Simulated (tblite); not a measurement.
Run record: nudged-elastic-band run, `CC(C)CN[SiH3]`.

Computed with GFN2-xTB (tblite), gas phase: nudged elastic band of 9 images (0 to 8), spring 0.2 eV/Å², climbing image at the end, force threshold 0.05 eV/Å. The top image wasn't refined or checked by frequencies; at this threshold it can lie a kcal/mol or more above the true saddle point of the method. The command runs a driver script over a list of jobs; the input below is this job's line of settings and its coordinates in Å. «atoms» counts from 0 and names the dihedral (C2–C4–N5–Si6 when counted from 1); «turn» is the rotation in degrees that makes the guess of the end point.

Command:
```bash
OMP_NUM_THREADS=1 python probes_run.py task.json out
```

Input:
```
{"job": {"kind": "neb", "xc": "GFN2-xTB", "basis": "xTB", "atoms": [1, 3, 4, 5], "turn": 120}, "charge": 0, "multiplicity": 1}
C     -1.377065     1.112567     0.060448
C     -0.973675    -0.279623    -0.416061
C     -2.012176    -1.319037    -0.004226
C      0.405469    -0.654501     0.143011
N      1.431415     0.243756    -0.324369
Si     2.765823     0.773779     0.610643
H     -0.594217     1.828816    -0.176509
H     -1.529406     1.112552     1.137834
H     -2.300441     1.429471    -0.419539
H     -0.901036    -0.266578    -1.510488
H     -2.991772    -1.053535    -0.394826
H     -1.746229    -2.303256    -0.384240
H     -2.078200    -1.376276     1.080319
H      0.382470    -0.597584     1.233061
H      0.633493    -1.696114    -0.130824
H      1.516063     0.222009    -1.329101
H      3.749886    -0.268800     0.949846
H      3.398933     1.799908    -0.214538
H      2.210861     1.301698     1.858635
```

Problem. Estimate the output.

Solution. 
```
image   E - E0 / eV
  0       0.0000
  1       0.0092
  2       0.0397
  3       0.0841
  4       0.1017
  5       0.0706
  6       0.0316
  7      -0.0030
  8      -0.0181
```

Problem. Read off the barriers.

Solution. The highest image is 4: 0.102 eV (2.35 kcal/mol) above the start and 0.120 eV (2.76 kcal/mol) above the end. The band met its force threshold.

Problem. Which dihedral does each image have?

Solution. 0: 143°, 1: 162°, 2: 179°, 3: -164°, 4: -150°, 5: -133°, 6: -111°, 7: -92°, 8: -77°.

Problem. Give the geometry of the highest image and of the end point.

Solution. 
Image 4:
```
atom  x, y, z in Å
C1     -1.633    1.072   -0.292
C2     -0.914   -0.274   -0.361
C3     -1.885   -1.395    0.006
C4      0.303   -0.303    0.569
N5      1.341    0.619    0.164
Si6     3.020    0.426    0.422
H7     -0.955    1.899   -0.492
H8     -2.061    1.215    0.698
H9     -2.435    1.111   -1.026
H10    -0.558   -0.435   -1.386
H11    -2.745   -1.383   -0.661
H12    -1.405   -2.367   -0.068
H13    -2.242   -1.266    1.027
H14    -0.029   -0.065    1.591
H15     0.715   -1.317    0.589
H16     1.022    1.294   -0.510
H17     3.637   -0.654   -0.368
H18     3.588    1.714    0.026
H19     3.227    0.120    1.840
```

Image 8:
```
atom  x, y, z in Å
C1     -1.410    0.964   -0.618
C2     -0.708   -0.330   -0.213
C3     -1.731   -1.431    0.048
C4      0.165   -0.118    1.036
N5      1.268    0.792    0.851
Si6     2.718    0.364    0.036
H7     -0.686    1.743   -0.848
H8     -2.053    1.312    0.188
H9     -2.025    0.802   -1.501
H10    -0.047   -0.642   -1.029
H11    -2.354   -1.590   -0.829
H12    -1.234   -2.368    0.290
H13    -2.375   -1.159    0.882
H14    -0.465    0.248    1.855
H15     0.586   -1.081    1.336
H16     0.952    1.746    0.763
H17     2.602    0.087   -1.408
H18     3.589    1.520    0.231
H19     3.197   -0.850    0.698
```

Time: 3.2 s; peak memory 0.19 GiB. Hardware: one thread of an Intel Xeon Platinum 8488C, shared host with 192 logical CPUs at a one-minute load of 26.
